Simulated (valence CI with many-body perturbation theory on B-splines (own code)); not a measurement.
E1 line list for K VI

Computed by configuration interaction combined with many-body perturbation theory (CI+MBPT): four valence electrons over a frozen Dirac-Fock core [Ne], radial functions for each j: 11 s, 11 p, 9 d, 7 f, 5 g, 2 h, 1 i, with the one-electron correlation potential Σ1, the two-electron term Σ2, the three-electron term Σ3, Breit, model QED; selected CI, second order for the rest, scaled by the run's own slope (own B-spline code, finite nucleus).

Set against measurement, 25 paired levels are off by 69 cm⁻¹ on average, the worst by 276. These come from a selection out of Sansonetti, J. Phys. Chem. Ref. Data 37, 7 (2008). Levels without a partner in it may be off by more.

Lines 151 to 200 of 215 in falling wavelength, among levels below 406090 cm⁻¹, chosen from the strongest by gf and those to the six lowest levels. Wavelengths and rates use the calculated energies, so an error of 70 cm⁻¹ moves a line at 400.9 Å by 0.028 % and its rate by three times that or more. Electric multipoles are in the length gauge, E1 and E2 with the static RPA response of the core. Weak lines are less certain than strong ones. Lines between different terms over intervals too small for the method are left out, as are lines whose strength nearly cancels. The highest levels of a list are the least certain.

Names give the largest LS component (configuration and term), which can be under half, so a name can repeat, a term be missing and a line seem to break the LS rules; names also repeat where a configuration has a term twice. Letters in brackets count levels of one name in rising energy.

```tsv
λ vac (Å)	λ from measured levels	Upper	Lower	A (s⁻¹)	log gf	Branch %
404.6		3s3p²3d ³D_2 [a]	3s3p³ ³D°_2	1.16e+10	0.15	64.4
404.5		3s3p²3d ³D_2 [a]	3s3p³ ³D°_1	2.91e+09	-0.45	16.2
404.3		3s3p²3d ³D_3	3s3p³ ³D°_2	2.19e+09	-0.42	12.0
400.9	401.0	3s²3p3d ³P°_2	3s²3p² ³P_2	1.15e+10	0.14	54.8
399.3	399.4	3s²3p3d ¹P°_1	3s²3p² ¹S_0	2.71e+10	0.29	99.5
399.1	399.1	3s²3p3d ³P°_1	3s²3p² ³P_2	7.80e+09	-0.25	37.5
398.1	398.1	3s²3p3d ³P°_2	3s²3p² ³P_1	7.95e+09	-0.03	37.7
396.6		3s3p²3d ¹F_3	3s3p³ ³D°_3	2.70e+08	-1.35	3.8
396.3		3s3p²3d ¹F_3	3s3p³ ³D°_2	1.76e+08	-1.54	2.5
396.2	396.2	3s²3p3d ³P°_1	3s²3p² ³P_1	3.03e+09	-0.67	14.5
395.4	395.4	3s²3p3d ³P°_0	3s²3p² ³P_1	2.08e+10	-0.31	100.0
395.4		3s²3p3d ¹D°_2	3s²3p² ³P_2	4.52e+08	-1.28	1.7
394.5	394.5	3s²3p3d ³P°_1	3s²3p² ³P_0	9.93e+09	-0.16	47.7
392.6		3s²3p3d ¹D°_2	3s²3p² ³P_1	6.15e+08	-1.15	2.3
389.6		3s3p²3d ⁵P_3	3s3p³ ⁵S°_2	2.72e+10	0.64	100.0
388.8	388.9	3s²3p3d ³D°_1	3s²3p² ³P_2	1.79e+09	-0.91	5.5
388.5		3s3p²3d ⁵P_2	3s3p³ ⁵S°_2	2.73e+10	0.49	99.9
388.2	388.2	3s²3p3d ³D°_2	3s²3p² ³P_2	1.15e+10	0.11	35.5
387.9		3s3p²3d ⁵P_1	3s3p³ ⁵S°_2	2.75e+10	0.27	100.0
387.8	387.8	3s²3p3d ³D°_3	3s²3p² ³P_2	3.22e+10	0.71	99.7
386.1	386.2	3s²3p3d ³D°_1	3s²3p² ³P_1	1.58e+10	0.02	48.3
385.5	385.5	3s²3p3d ³D°_2	3s²3p² ³P_1	2.09e+10	0.37	64.4
384.5	384.5	3s²3p3d ³D°_1	3s²3p² ³P_0	1.51e+10	0.00	46.2
381.2		3s3p²3d ³F_2 [b]	3s3p³ ³D°_3	2.76e+08	-1.52	1.1
380.9		3s3p²3d ³F_2 [b]	3s3p³ ³D°_2	5.32e+09	-0.24	22.0
380.8		3s3p²3d ³F_2 [b]	3s3p³ ³D°_1	1.68e+10	0.26	69.6
380.1		3s3p²3d ³F_3 [b]	3s3p³ ³D°_3	4.66e+09	-0.15	18.9
379.8		3s3p²3d ³F_3 [b]	3s3p³ ³D°_2	1.82e+10	0.44	74.0
378.5		3s3p²3d ³F_4 [b]	3s3p³ ³D°_3	2.44e+10	0.67	94.9
378.2		3s3p²3d ³D_1 [b]	3s3p³ ³D°_2	1.49e+09	-1.02	9.5
378.2		3s3p²3d ³D_1 [b]	3s3p³ ³D°_1	4.59e+09	-0.53	29.3
378.0		3s3p²3d ³D_2 [b]	3s3p³ ³D°_3	6.75e+08	-1.14	4.4
377.7		3s3p²3d ³D_2 [b]	3s3p³ ³D°_2	2.56e+09	-0.56	16.7
377.6		3s3p²3d ³D_2 [b]	3s3p³ ³D°_1	2.38e+09	-0.59	15.6
374.9	374.9	3s²3p3d ¹F°_3	3s²3p² ¹D_2	3.54e+10	0.72	99.6
371.8		3s3p²3d ³P_2	3s3p³ ⁵S°_2	3.76e+07	-2.41	0.2
369.8		3s3p²3d ³P_1	3s3p³ ⁵S°_2	1.99e+07	-2.91	0.1
363.7	364.0	3s²3p3d ¹P°_1	3s²3p² ¹D_2	1.04e+08	-2.21	0.4
358.3		3s3p²3d ³G_3	3s3p³ ⁵S°_2	8.73e+01	-7.93	0.0
353.5	353.7	3s²3p3d ¹F°_3	3s²3p² ³P_2	1.31e+08	-1.77	0.4
347.3		3s3p²3d ³D_1 [a]	3s3p³ ⁵S°_2	7.49e+05	-4.39	0.0
347.1		3s3p²3d ³D_2 [a]	3s3p³ ⁵S°_2	6.26e+06	-3.25	0.0
346.9		3s3p²3d ³D_3	3s3p³ ⁵S°_2	2.29e+07	-2.54	0.1
343.6	343.9	3s²3p3d ¹P°_1	3s²3p² ³P_2	4.64e+04	-5.61	0.0
341.5	341.8	3s²3p3d ¹P°_1	3s²3p² ³P_1	7.72e+06	-3.39	0.0
341.0		3s3p²3d ¹F_3	3s3p³ ⁵S°_2	1.69e+05	-4.68	0.0
340.2	340.5	3s²3p3d ¹P°_1	3s²3p² ³P_0	2.48e+07	-2.89	0.1
329.5		3s3p²3d ³F_2 [b]	3s3p³ ⁵S°_2	3.63e+04	-5.53	0.0
328.7		3s3p²3d ³F_3 [b]	3s3p³ ⁵S°_2	2.68e+05	-4.52	0.0
327.5		3s3p²3d ³D_1 [b]	3s3p³ ⁵S°_2	8.60e+04	-5.38	0.0
```

(1) How does gf follow from A for the line at 399.3 Å?

Results:

(1) gf = 1.4992 × (2J+1)_upper × A / σ², with σ = 250456 cm⁻¹ and 2J+1 = 3: gf = 1.94.
